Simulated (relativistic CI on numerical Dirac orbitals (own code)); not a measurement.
## Transition arrays of Ag5+

Method of calculation: Dirac-Coulomb-Breit CI, orbitals from a KLI potential per configuration, QED by a radiative potential, valence Slater integrals scaled by 0.9, whole transition arrays (own radial code, finite nucleus).

Configuration list (outside the closed core [Ar] 3d10 4s2): 4p⁶4d⁶, 4p⁶4d⁵4f, 4p⁵4d⁷, 4p⁶4d⁵5p, 4p⁶4d⁵5f. Levels of other configurations are missing.

All E1 lines from the levels of 4p⁶4d⁶; mean and standard deviation are weighted by gf, and upper levels are sorted by their leading configuration.

| Upper configuration | Lines | Σgf | Mean (eV) | Mean (nm) | σ (eV) | Strongest line (nm) |
| --- | --- | --- | --- | --- | --- | --- |
| 4p⁶4d⁵4f | 5574 | 408.0 | 52.11 | 23.792 | 2.48 | 22.597 |
| 4p⁵4d⁷ | 964 | 745.3 | 71.69 | 17.295 | 5.09 | 17.569 |
| 4p⁶4d⁵5p | 3245 | 163.3 | 34.09 | 36.372 | 1.57 | 35.685 |
| 4p⁶4d⁵5f | 6120 | 1206.7 | 68.19 | 18.182 | 3.71 | 18.069 |

Σgf per state of the lower configuration in bins of 0.5 nm over the central range (centre: value): 16.25: 0.57, 16.75: 1.02, 17.25: 1.93, 17.75: 2.71, 18.25: 1.65, 18.75: 0.27, 19.25: 0.15, 19.75: 0.09, 20.25: 0.25, 20.75: 0.14, 21.25: 0.15, 21.75: 0.20, 22.25: 0.18, 22.75: 0.31, 23.25: 0.31, 23.75: 0.40, 24.25: 0.35, 24.75: 0.26, 25.25: 0.11, 25.75: 0.08, 26.25: 0.03, 34.75: 0.04, 35.25: 0.05, 35.75: 0.14, 36.25: 0.15.

How do configuration mixing and the scaling of the Slater integrals move the arrays?

Slater scale 0.9, no configuration mixing: 4p⁶4d⁵4f 55.3 ± 2.1 eV (Σgf 1297.3), 4p⁵4d⁷ 65.8 ± 5.1 eV (Σgf 549.9), 4p⁶4d⁵5p 34.1 ± 1.5 eV (Σgf 190.2), 4p⁶4d⁵5f 64.2 ± 1.8 eV (Σgf 216.6); Slater scale 1: 4p⁶4d⁵4f 52.7 ± 3.0 eV (Σgf 391.3), 4p⁵4d⁷ 73.7 ± 3.9 eV (Σgf 797.4), 4p⁶4d⁵5p 34.2 ± 1.7 eV (Σgf 161.5), 4p⁶4d⁵5f 68.5 ± 4.3 eV (Σgf 1215.6); Slater scale 0.8: 4p⁶4d⁵4f 51.7 ± 2.0 eV (Σgf 442.3), 4p⁵4d⁷ 69.8 ± 5.6 eV (Σgf 689.0), 4p⁶4d⁵5p 34.0 ± 1.4 eV (Σgf 165.2), 4p⁶4d⁵5f 67.9 ± 3.0 eV (Σgf 1184.2). With mixing, levels are counted to their leading configuration, so an array can shrink or vanish into another, and the sums then hold other lines.
